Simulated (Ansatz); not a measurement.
Ideal-gas functions of H3InO2, SMILES `[OH][InH][OH]` at 600 K and 1 bar, from an Ansatz frequency run at PBE0-D4/def2-TZVP.

Molar mass 149.84 g/mol, point group Cs (symmetry number 1), electronic degeneracy 1, moments of inertia 42.504, 88.3, 130.804 u Å². Harmonic wavenumbers (cm⁻¹, unscaled): 138, 304, 350, 411, 434, 601, 618, 779, 833, 1900, 3880, 3899.

Use S(trans) = R[1.5 ln M + 2.5 ln T − 1.1517]; rotational temperatures θ = 24.2544 K / I; S(rot) = R[ln(√π/σ · √(T³/θAθBθC)) + 1.5]; for each mode x = 1.438777 ν̃/T, S = R[x/(eˣ − 1) − ln(1 − e⁻ˣ)] and H = RT x/(eˣ − 1); 1 cm⁻¹ = 0.0119627 kJ/mol; R = 8.31446 J/(mol·K).

Problem. By hand: the entropy, in J/(mol·K).

Solution. Translation 185.9. Rotation: θ = 0.5706, 0.2747, 0.1854 K, giving 111.7. Vibration, mode by mode: 17.55, 11.12, 10.01, 8.76, 8.35, 5.96, 5.77, 4.23, 3.82, 0.49, 0.01, 0.01, in all 76.1. Electronic 0.0. Sum 373.7 J/(mol·K).

Problem. By hand: H − E and G − E in kJ/mol, counted from the electronic energy.

Solution. Zero-point energy ½ × 14147 × 0.0119627 = 84.6; thermal vibration 24.5; translation, rotation and pV give 4 RT = 20.0. H − E = 129.1 kJ/mol, and G − E = 129.1 − 600 × 373.7/1000 = -95.1 kJ/mol.

Vibration gives 20 % of the entropy, 17.5 J/(mol·K) of it from the mode under 150 cm⁻¹: soft modes count most, and the harmonic formula is weakest for them. The sum counts one conformer and one mirror image; others add a mixing term.
